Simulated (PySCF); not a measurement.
**Al⁺: ionisation energy**

Al⁺ [Ne] 3s2 (1S) → Al²⁺ [Ne] 3s1 (2S), as a difference of total energies. Computed with PySCF 2.14 in an uncontracted even-tempered set (21 s from 0.028 bohr⁻², ratio 2.5; 13 p from 0.036 bohr⁻², ratio 2.5; 6 d from 0.3 bohr⁻², ratio 2.7; 5 f from 0.44 bohr⁻², ratio 2.7), with the spin-free X2C one-electron Hamiltonian (Gaussian nucleus). Correlated levels: outer shells: 1s2 frozen; virtual orbitals above 40 to 60 times the deepest correlated orbital energy dropped. The calculations carry no spin-orbit coupling.

```
                method  ionisation energy (eV)
                   UHF                  17.550
                   LDA                  18.926
                   PBE                  18.792
                  PBE0                  18.686
                r2SCAN                  18.413
             BHandHLYP                  18.721
                B2PLYP                  18.779
    MP2 (outer shells)                  18.566
SCS-MP2 (outer shells)                  18.673
```

Question: How much does correlation contribute at MP2 (outer shells)?

Answer: 18.566 − (17.550) = 1.016 eV, measured against UHF.

MP2 underrates the near-degeneracy of ns² with np² in the lower species.

For comparison: 18.829 eV (measured; NIST Atomic Spectra Database, ionization energies).
